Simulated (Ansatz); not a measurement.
`[NH2][SnH2][SiH2]O` + `[OH][AlH2]` → `O[SiH2][O][AlH2]` + `[NH2][SnH3]`  (cleavage of the Si–Sn bond)

Program: Ansatz. Geometries: PBE0-D4/def2-TZVP. ΔE: electronic, gas phase. CBS: MP2 limit from def2 TZ/QZ plus the TZ coupled-cluster correction, frozen cores. This one scheme is used for every species. Functionals use def2-TZVPP. B3LYP here is the variant with VWN-RPA as its local correlation; programs differ in this. def2 core potentials past Kr. For Sn outer-core shells are correlated without core-valence functions, which leaves a few kJ/mol of doubt a bond. One conformer a species, not always the lowest.

| level | ΔE (kcal/mol) | difference from CCSD(T)/CBS |
| --- | --- | --- |
| r2SCAN-D4 | -23.4 | 1.0 |
| PBE0-D4 | -21.1 | 3.3 |
| ωB97X-V | -25.4 | -1.0 |
| ωB97M-V | -25.2 | -0.8 |
| B2PLYP | -26.2 | -1.8 |
| PBE | -18.5 | 5.9 |
| r2SCAN | -23.6 | 0.8 |
| PBE0 | -21.8 | 2.6 |
| B3LYP | -25.5 | -1.1 |
| HF/def2-TZVPP | -36.6 | -12.2 |
| CCSD/def2-TZVPP | -27.7 | -3.3 |
| CCSD(T)/def2-TZVPP | -26.1 | -1.7 |
| MP2/def2-QZVPP | -25.1 | -0.7 |
| SCS-MP2/def2-QZVPP | -27.4 | -3.0 |
| HF/CBS(def2) | -37.4 | -13.0 |
| MP2/CBS(def2) | -24.1 | 0.3 |
| CCSD(T)/CBS | -24.4 | 0 |

Largest T1 diagnostic among the species: 0.013.

From PBE to PBE0 (25 % exact exchange), in def2-TZVPP and without D4, ΔE moves by −3.3 kcal/mol. In def2-TZVPP, CCSD(T) changes the Hartree–Fock value by +10.5 kcal/mol (the triples alone add +1.6 kcal/mol) and MP2 by +10.8 kcal/mol. The D4 term adds +1.3 kcal/mol with B3LYP and +0.7 kcal/mol with PBE0; it sums over pairs of atoms, weighted by their polarisabilities, and B3LYP, whose exchange is more repulsive, gets the larger term.
